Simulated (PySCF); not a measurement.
**How methods differ on the excitation energy of S**

S [Ne] 3s2 3p4 (3P) → S [Ne] 3s1 3p5 (3P), as a difference of total energies. All numbers are calculated (PySCF 2.14, no relativity, point nucleus, in def2-QZVPPD (10s7p5d2f1g, 79 functions)). Correlated levels: valence: [Ne] frozen. The calculations carry no spin-orbit coupling.

```csv
method,excitation energy (eV),error (eV)
UHF,11.466,+2.538
MP2 (valence),10.407,+1.479
SCS-MP2 (valence),10.290,+1.362
CCSD (valence),9.492,+0.564
CCSD(T) (valence),8.944,+0.016
```

Reference: 8.928 eV (measured; NIST levels, between the centres of gravity of the two terms).

Errors of the correlated levels include the incompleteness of this basis and the frozen core.

The coupled-cluster amplitudes are large for the upper state (T1 above 0.03 or a double amplitude above 0.15), so a single reference is strained.
